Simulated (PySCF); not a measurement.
Isomers of C3H8BN, one conformer each; single-point electronic energies without zero-point terms and without any empirical dispersion term.

Computed with PySCF at PBE0/pcSseg-1, non-relativistic, each on one gas-phase PBE0-D3(BJ)/def2-SVP geometry that isn't relaxed in the solvent. The solvent is an IEF-PCM continuum (Bondi radii, 1.10 Å for H, scaled by 1.2). Only the electrostatic response of the medium enters.

```csv
isomer,"relative energy, gas (kcal/mol)",dipole (D)
`BNCC=C`,0.0,1.95
`N(C1CC1)B`,2.9,2.11
```

**Question.** How do the relative energies look in acetonitrile (ε = 35.69)?

**Answer.** 
```
     isomer  relative energy, solvent (kcal/mol)  E(solvent) − E(gas) (kcal/mol)  dipole in solvent (D)
   `BNCC=C`                                  0.0                            -3.1                   2.51
`N(C1CC1)B`                                  2.7                            -3.3                   2.69
```

The order is unchanged. Conformers: `[BH2:1][NH:2][CH2:3][CH:4]=[CH2:5]` with B1–N2–C3–C4 -114°, N2–C3–C4–C5 8°; `[BH2:1][NH:2][CH:3]1[CH2:4][CH2:5]1` with B1–N2–C3–C4 144°. `N(C1CC1)B` gains most from the continuum, and it has the largest gas-phase dipole. The gains span 0.2 kcal/mol, the gas-phase energies 2.9 kcal/mol.
